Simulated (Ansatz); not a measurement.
A nudged elastic band was laid between two geometries of GaH5O2 (8 atoms, charge 0, multiplicity 1).

These are results of Ansatz 0.2.0, RHF/def2-SVP, not measurements.

```json
{
 "movable images": "9",
 "climbing image": "yes",
 "spring": "5.0 eV/Å²",
 "optimiser": "quadratic models (default)",
 "start path": "through a guess of the saddle point",
 "force threshold": "0.05 eV/Å",
 "iteration limit": "60",
 "end points": "relaxed"
}
```

First end point:

```xyz
8
Properties=species:S:1:pos:R:3
Ga 0.129 -0.135 0.128
H 0.095 -0.943 1.488
H 1.417 0.094 -0.738
O -1.456 0.023 -0.746
H -2.141 -0.609 -0.598
O -0.305 1.886 0.824
H -1.139 1.992 0.373
H -0.443 2.075 1.742
```

Last end point:

```xyz
8
Properties=species:S:1:pos:R:3
Ga -0.358 0.185 -0.789
H 0.667 1.243 3.809
H 0.985 -0.435 -1.261
O -1.944 -0.163 -1.500
H -2.037 -0.766 -2.219
O -0.413 1.336 0.552
H -1.248 1.702 0.802
H 0.505 1.280 3.079
```

Which bonds break or form, and what moves?

Bonds broken: Ga1–H2, O6–H8. Bonds formed: H2–H8. GaH5O2 becomes GaH3O2 + H2.

Give the energies along the band, and the barrier.

The forces met the threshold. The highest image is number 4 of 0 to 10, 40.0 kcal/mol above the first end and 32.7 kcal/mol above the last; the last end lies 7.3 kcal/mol above the first. Neighbouring images differ by up to 1.4 eV, so the band resolves the path poorly. A vibrational analysis at the climbing image gives one clearly imaginary mode, 1793i cm⁻¹: a first-order saddle point. The orbitals stay closed-shell, which can raise the energy where a bond breaks towards radicals; this wasn't checked here.

```tsv
image	path coordinate (Å)	energy (kcal/mol)	Ga1–H2 (Å)	O6–H8 (Å)	H2–H8 (Å)
0	0.00	0.0	1.58	0.95	3.08
1	0.73	0.1	1.58	0.95	3.23
2	1.45	0.1	1.58	0.95	2.64
3	2.18	7.4	1.61	0.96	1.86
4	2.91	40.0	1.85	1.27	1.00
5	3.71	12.0	2.43	2.13	0.75
6	4.51	7.8	3.10	2.80	0.75
7	5.32	7.6	3.68	2.85	0.75
8	6.12	7.4	4.14	2.74	0.75
9	6.92	7.3	4.53	2.71	0.75
10	7.72	7.3	4.83	2.69	0.75
```

What is the geometry of the highest image?


```xyz
8
Properties=species:S:1:pos:R:3
Ga -0.077 0.221 -0.027
H -0.008 0.067 1.818
H 1.259 -0.188 -0.707
O -1.711 -0.233 -0.557
H -1.852 -0.931 -1.176
O -0.237 1.966 0.775
H -1.056 2.439 0.703
H -0.162 1.041 1.644
```

The run took 3.6 min on 1 thread of Arm Neoverse V1, with other jobs on the host, peak memory 0.16 GiB.
